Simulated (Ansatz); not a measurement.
Ansatz results at the PBE0-D4/def2-TZVP geometry: HOMO–LUMO gap (PBE/def2-TZVPP) 5.78 eV; HOMO–LUMO gap (B3LYP/def2-TZVPP) 7.46 eV; HOMO–LUMO gap (ωB97M-V/def2-TZVPP) 11.86 eV.

Each molecule was computed in one conformer, which needn't be the lowest.

Q: Which molecule gave them?
A. `CO[SiH](O)O[SiH2]O`
B. `O[SiH](O)S[SiH](O)F`
C. `O[SiH](F)N[SiH2]F`
D. `C=C[SiH2]O[SiH](F)F`

A: B. The others give `C=C[SiH2]O[SiH](F)F`: 5.37, 7.07, 11.87; `O[SiH](F)N[SiH2]F`: 6.80, 8.54, 12.96; `CO[SiH](O)O[SiH2]O`: 6.67, 8.47, 12.80.

B3LYP here is the variant with VWN-RPA as its local correlation; programs differ in this.
